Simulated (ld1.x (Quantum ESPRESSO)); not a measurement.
Scattering properties, ultrasoft potential for helium

ld1.x (Quantum ESPRESSO) 7.5 input, shortened:

```
&input
   title='He', zed=2., rel=0, dft='PBE', iswitch=3,
   config='[He] 2p-2'
 /
 &inputp
   pseudotype=3, tm=.true., lloc=-1, rcloc=0.45,
   nlcc=.false.,
   which_augfun='PSQ', rmatch_augfun_nc=.true.
 /
3
1S  1  0   2.00   0.00  0.45  0.55  0.0
1S  1  0   0.00   0.50  0.45  0.55  0.0
2P  2  1  -2.00   0.30  0.45  0.55  0.0
 &test
   configts(1)='1s2'
 /
```

The phase is arctan(r·u′/u) with u = r·R(r), unwrapped; energies in Ry, scanned from -3 to 5 Ry. A pole is an energy at which the radial function vanishes at the test radius. The pseudo phase is shifted by a multiple of π to meet the all-electron one at the reference energy, and phase errors are pseudo minus all-electron; the curves can meet again beyond the range given. Levels narrower than the energy grid can be missing from the lists of poles.

Q: For each channel, where are the poles, and over which energies does the pseudopotential scatter like the atom?

A:

| channel | radius (bohr) | reference energy (Ry) | poles, all-electron | poles, pseudo | unbroken range about the reference energy with phases within 0.05 rad | phase error 1 Ry above the reference energy (rad) |
| --- | --- | --- | --- | --- | --- | --- |
| s | 0.60 | -1.16 | none | none | the whole range | +0.000 |
| p | 0.60 | 0.30 | none | none | the whole range | +0.000 |

Phases in the p channel:

```csv
E (Ry),all-electron,pseudo
-3.00,1.076,1.076
-2.52,1.067,1.067
-2.04,1.059,1.059
-1.56,1.049,1.049
-1.08,1.040,1.040
-0.60,1.029,1.029
-0.12,1.019,1.019
0.36,1.008,1.008
0.84,0.996,0.996
1.32,0.984,0.984
1.80,0.971,0.971
2.28,0.957,0.957
2.76,0.942,0.943
3.24,0.927,0.927
3.72,0.911,0.911
4.20,0.894,0.894
4.68,0.876,0.876
```
